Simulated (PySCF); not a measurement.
# C³⁺: ionisation energy

C³⁺ [He] 2s1 [2s1/2^1, M_J = 1/2] → C⁴⁺ 1s2, as a difference of total energies. All numbers are calculated (PySCF 2.14, the two-component X2C-1e Hamiltonian, in x2c-SVPall-2c). Correlated levels: 1s2 frozen. "Screened" scales the spin-orbit matrix elements by Boettger's factors to mimic the two-electron term; Breit and QED terms are absent.

| method | ionisation energy (eV) |
| --- | --- |
| GHF (screened spin-orbit) | 63.540 |
| GMP2 (screened spin-orbit) | 63.540 |
| GCCSD (screened spin-orbit) | 63.540 |
| GCCSD(T) (screened spin-orbit) | 63.540 |

Errors of the correlated levels include the incompleteness of this basis and the frozen core.

For comparison: 64.494 eV (measured; NIST Atomic Spectra Database, ionization energies).
